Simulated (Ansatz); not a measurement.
Total energies of `CB[NH][GaH2]`.

```xyz
11

C     0.347   -1.301   -0.857
B     0.408   -0.782    0.621
N    -0.012    0.503    1.023
Ga   -0.719    1.899    0.036
H     1.348   -1.604   -1.184
H    -0.258   -2.214   -0.903
H    -0.050   -0.594   -1.588
H     0.838   -1.514    1.478
H     0.088    0.696    2.010
H    -1.064    3.182    0.862
H    -0.925    1.729   -1.499
```

Charge 0, multiplicity 1. Correlated methods include outer-core shells of Ga, which these sets cover unevenly. Scalar relativity is left out up to krypton. The geometry is a stationary point of PBE0-D4/def2-TZVP. It is one conformer, not always the lowest. Basis def2-TZVPP, Ansatz.

RPA on PBE orbitals: Hartree–Fock energy of these orbitals -2044.36566 Eh, correlation -1.20715 Eh (frozen core).

```json
{"functional": "LDA (SPW92)", "energy without D4 (Eh)": "-2042.68971", "D4 term (kJ/mol)": "–"}
{"functional": "revPBE", "energy without D4 (Eh)": "-2046.68466", "D4 term (kJ/mol)": "-61.2"}
{"functional": "BLYP", "energy without D4 (Eh)": "-2046.87320", "D4 term (kJ/mol)": "-44.3"}
{"functional": "r2SCAN", "energy without D4 (Eh)": "-2046.78056", "D4 term (kJ/mol)": "-4.9"}
{"functional": "PBE0", "energy without D4 (Eh)": "-2046.45883", "D4 term (kJ/mol)": "-17.0"}
{"functional": "B3LYP", "energy without D4 (Eh)": "-2046.93308", "D4 term (kJ/mol)": "-32.6"}
{"functional": "r2SCANh", "energy without D4 (Eh)": "-2046.76545", "D4 term (kJ/mol)": "-5.2"}
{"functional": "r2SCAN0", "energy without D4 (Eh)": "-2046.74419", "D4 term (kJ/mol)": "-5.8"}
{"functional": "HSE06 (plane-wave form)", "energy without D4 (Eh)": "-2046.45046", "D4 term (kJ/mol)": "-15.9"}
{"functional": "CAM-B3LYP", "energy without D4 (Eh)": "-2046.92158", "D4 term (kJ/mol)": "-17.3"}
{"functional": "LC-ωPBE", "energy without D4 (Eh)": "-2046.54043", "D4 term (kJ/mol)": "–"}
{"functional": "ωB97M-V", "energy without D4 (Eh)": "-2046.69487", "D4 term (kJ/mol)": "–"}
{"functional": "B2PLYP", "energy without D4 (Eh)": "-2046.39167", "D4 term (kJ/mol)": "–"}
{"functional": "PBE-QIDH", "energy without D4 (Eh)": "-2046.10757", "D4 term (kJ/mol)": "–"}
```

Q: Give the same for PBE, B97M-V, BHLYP, ωB97X-V. (Estimate.)

A: Computed: 
```
functional  energy without D4 (Eh)  D4 term (kJ/mol)
       PBE             -2046.39656             -20.2
    B97M-V             -2046.50647                 –
     BHLYP             -2046.77229             -25.3
   ωB97X-V             -2046.65716                 –
```

B3LYP takes the VWN-RPA correlation (the form of Gaussian; ORCA's B3LYP/G). HSE06 is the plane-wave form, built on full-range PBE exchange. The double hybrids freeze the cores in their second-order part.

LC-ωPBE has ω = 0.4 bohr⁻¹.
